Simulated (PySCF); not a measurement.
Species: C₆H₁₂O₂.
Z-matrix (Å and degrees, PBE0-D3(BJ)/def2-SVP geometry), rows numbered from 1:
```
C 
C   1  1.5220
C   2  1.5144  1  112.45
O   2  1.4140  1  112.16  3  -120.06
C   4  1.3851  2  115.87  1   -67.00
C   5  1.5284  4  114.17  2  -168.86
O   6  1.4248  5   91.81  4  -127.72
C   7  1.4233  6   91.87  5     9.15
H   1  1.1001  2  110.54  3   -57.61
H   1  1.1011  2  110.29  3    62.15
H   1  1.1005  2  111.83  3  -177.24
H   2  1.1109  1  108.38  3   120.50
H   3  1.0995  2  110.95  1    59.32
H   3  1.1007  2  110.09  1   -60.85
H   3  1.0991  2  110.30  1   179.94
H   5  1.1069  4  110.99  2   -39.03
H   6  1.1052  5  111.56  4   -12.14
H   6  1.1029  5  117.58  4   115.34
H   8  1.1040  5  117.67  4  -120.94
H   8  1.1052  5  112.33  4     7.37
```

Linear response at PBE0/def2-SVPD (PySCF, frozen core in the response, non-relativistic).

Static isotropic polarisability: 80.33 au (11.90 Å³), principal values 69.8, 80.6, 90.6 au.

Question: What is the polarisability at 1064 nm and at the sodium D line?

Answer: 80.86 au at 1064 nm (+0.7 %), 82.09 au at 589.3 nm (+2.2 %). The rise at 589.3 nm is 3.34 times that at 1064 nm; a pure ω² law gives 3.26. The lowest singlet lies at 180 nm, shorter than both wavelengths.

Question: What is the isotropic C6 coefficient between two such molecules, C6 = (3/π)∫α(iω)² dω?

Answer: 2966 au (Eh·bohr⁶) by a ten-point quadrature over imaginary frequencies, which is 1770 eV·Å⁶ or 171 J·nm⁶/mol.

Question: Which effective excitation energy ω̄ makes London's formula C6 = (3/4)α²ω̄ exact here?

Answer: ω̄ = 4·C6/(3α²) = 0.613 Eh = 16.7 eV. A one-pole form α(ω) = α/(1 − ω²/ω̄²) fitted to the 1064 nm value gives 14.5 eV.

Question: What molar refraction at the D line follows from R = (4π/3)·N_A·α′, with α′ the polarisability volume?

Answer: α′ = 12.16 Å³ gives R = 30.68 cm³/mol, for isolated, non-vibrating species.

Question: What three-body coefficient follows from the one-pole estimate C9 = (3/4)·α·C6?

Answer: 179000 au. This is an estimate from the two numbers above, not a computed integral.

Question: How anisotropic is the static polarisability, by Δα² = ½[(α1 − α2)² + (α2 − α3)² + (α3 − α1)²]?

Answer: Δα = 18.1 au, or 0.22 of the isotropic value.

Question: What n − 1 at the D line would an ideal gas of it have at 273.15 K and 1 atm (2.6868 × 10¹⁹ cm⁻³), by n − 1 = 2π·N·α′?

Answer: 20.53 × 10⁻⁴, a formal value whether or not that pressure can be reached.

Question: How many electrons N does the Slater–Kirkwood formula C6 = (3/4)·√N·α^(3/2) need to give this C6?

Answer: N = (4·C6/3)²/α³ = 30.2; the species has 64 electrons in all.

Question: The lowest 6 singlets have (eV, f): 6.88, 0.005; 6.91, 0.003; 7.05, 0.023; 7.38, 0.009; 7.48, 0.020; 7.57, 0.025. What share of the static polarisability do they carry in the sum over states α = Σ f/ω²?

Answer: 1.17 au, 1.5 % of α; the largest term, 0.34 au, is that of the state at 7.05 eV. Their oscillator strengths add up to 0.08. Higher states carry the rest.

Rough CPU time on one thread of a shared machine: about 90 s. This is the whole response run at PBE0/def2-SVPD, SCF included.

One conformer stands for the species.
